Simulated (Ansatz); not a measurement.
Ansatz (a program for electronic structure) input (B3LYP/def2-TZVPD):

Ansatz 0.2 input:
```yaml
crystal:
  periodic: [false, false, false]
  atoms:
    - {symbol: Li, position_ang: [-0.00000000, -0.00000000, -2.05571537]}
    - {symbol: C, position_ang: [-0.00000000, -0.00000000, -0.15006635]}
    - {symbol: N, position_ang: [0.00000000, 0.00000000, 1.00964918]}
basis:
  gaussian:
    orbitals: def2-TZVPD
hamiltonian:
  xc: {name: B3LYP}
magnetization: {spin_polarized: true, initial_magnetization: 2}
```

Output:

```
Functional definition: B3LYP
integrals: 0.02 GiB planned
518 factors; their error is unknown
mean field: 0.24 GiB planned
mean field evaluation 1: about -2720.6440 eV, gradient 3.3e1 eV
mean field evaluation 2: about -2678.5506 eV, gradient 7.7e1 eV
mean field evaluation 4: about -2725.6944 eV, gradient 1.3e1 eV
mean field evaluation 8: about -2726.6875 eV, gradient 7.6e-2 eV
mean field evaluation 16: about -2726.6962 eV, gradient 5.0e-4 eV
mean field evaluation 32: about -2726.8963 eV, gradient 6.1e-6 eV
mean field evaluation 64: about -2726.6376 eV, gradient 2.1e0 eV
mean field evaluation 96: about -2726.7115 eV, gradient 7.1e-1 eV
mean field evaluation 128: about -2726.8674 eV, gradient 8.0e-2 eV
mean field -2726.89631257 eV, -100.2115911304 hartree, gradient 8.3e-6 eV, S^2 2.007700; 14 other end points of the search recorded, 0 dependent functions left out
reference -2726.89655653 eV, -100.2116000957 hartree; 9, 7 occupied and 82, 84 virtual orbitals, 518 factors
Total energy: -2726.89655653 eV, -100.2116000957 hartree
```

This state (charge 0, triplet) is run at the relaxed geometry of the species with charge 0 and multiplicity 1, and is a spin state other than that species' own.
